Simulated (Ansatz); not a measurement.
Geometry optimisation, Ansatz 0.2.0, RKS PBE/def2-SVP.

The input (input.yaml):

```yaml
crystal:
  periodic: [false, false, false]
  atoms:
    - { symbol: Ta, position_ang: [0.0, 0.0, 0.0] }
    - { symbol: "N", position_ang: [2.51, 0.0, 0.0] }
    - { symbol: H, position_ang: [3.04, -0.5118, 0.762] }
    - { symbol: H, position_ang: [3.04, 0.5118, -0.762] }
    - { symbol: O, position_ang: [0.0, 0.0, 2.02] }
    - { symbol: H, position_ang: [-0.2547, -0.9174, 2.3571] }
    - { symbol: O, position_ang: [0.0, 0.0, -2.02] }
    - { symbol: H, position_ang: [-0.6343, -0.71, -2.3571] }
    - { symbol: Cl, position_ang: [-1.235, 2.139, 0.0] }
    - { symbol: O, position_ang: [-1.01, -1.7493, 0.0] }
    - { symbol: H, position_ang: [-1.6563, -1.7655, 0.776] }
    - { symbol: Si, position_ang: [0.9018, 2.4155, -1.2376] }
    - { symbol: H, position_ang: [2.0689, 2.1315, -2.0677] }
    - { symbol: H, position_ang: [-0.1647, 2.9642, -2.0702] }
    - { symbol: H, position_ang: [1.2623, 3.3856, -0.2078] }
    - { symbol: H, position_ang: [2.2155, 1.2277, -0.6291] }
basis:
  gaussian: { orbitals: def2-SVP }
hamiltonian:
  xc: pbe
relax:
  f_tol: 0.15
  max_steps: 25
  restrain:
    - { distance: [0, 11], at: 2.56, k: 30.0 }
    - { distance: [15, 1], at: 1.06, k: 30.0 }
    - { distance: [0, 1], at: 3.36, k: 30.0 }
    - { distance: [15, 11], at: 2.66, k: 30.0 }
```

Command:

```bash
$ ansatz run input.yaml --threads 4 --pin off --max-ram 5120MiB --backend cpu --events-out ev --progress --plain --runs-dir out
```

Q: Where does it end, and by what steps?

A: The run converged. The restraints hold the end off the free minimum. After 24 steps the energy has fallen by 5.626 eV (the restraints' own energy left out); H6 moved furthest, 2.10 Å. Parted: Ta1–N2 (2.51 → 3.38 Å). Joined: N2–H16 (1.41 → 1.04 Å).

```
step  energy less start (eV)  largest force component (eV/Å)  accepted
   0                  0.0000                           3.088       yes
   1                  0.3636                           4.060       yes
   2                 -0.1161                           4.475       yes
   3                 -1.4524                           4.209       yes
   4                 -2.8055                           2.975       yes
   5                 -3.7354                           2.382       yes
   6                 -4.2616                           1.348       yes
   7                 -4.5385                           0.936       yes
   8                 -4.7424                           0.860       yes
   9                 -4.9127                           1.088       yes
  10                 -5.0344                           0.759       yes
  11                 -5.1316                           0.884       yes
  12                 -5.1787                           1.121       yes
  13                 -5.2492                           0.916       yes
  14                 -5.2819                           0.996       yes
  15                 -5.3583                           0.675       yes
  16                 -5.3837                           0.675       yes
  17                 -5.4059                           0.963       yes
  18                 -5.4614                           0.941       yes
  19                 -5.5379                           0.908       yes
  20                 -5.5829                           1.067       yes
  21                 -5.5925                           0.983       yes
  22                 -5.6126                           1.074       yes
  23                 -5.6200                           0.997       yes
  24                 -5.6260                           1.100       yes
```

```xyz
16
Properties=species:S:1:pos:R:3
Ta -0.835 0.385 -0.276
N 2.385 -0.103 0.626
H 3.237 -0.315 1.163
H 2.115 -0.965 0.130
O -0.005 0.615 1.414
H 1.008 0.465 1.399
O -1.009 0.278 -2.194
H -0.551 0.383 -3.042
Cl -2.968 1.167 0.266
O -0.219 -1.467 -0.320
H -0.160 -1.881 0.564
Si 0.817 2.209 -1.071
H 1.818 1.584 -2.032
H 0.108 3.267 -1.889
H 1.662 2.938 -0.052
H 2.681 0.562 -0.123
```

Run time: 97 s on 4 threads of Arm Neoverse V1, with other jobs on the host, peak memory 0.27 GiB.
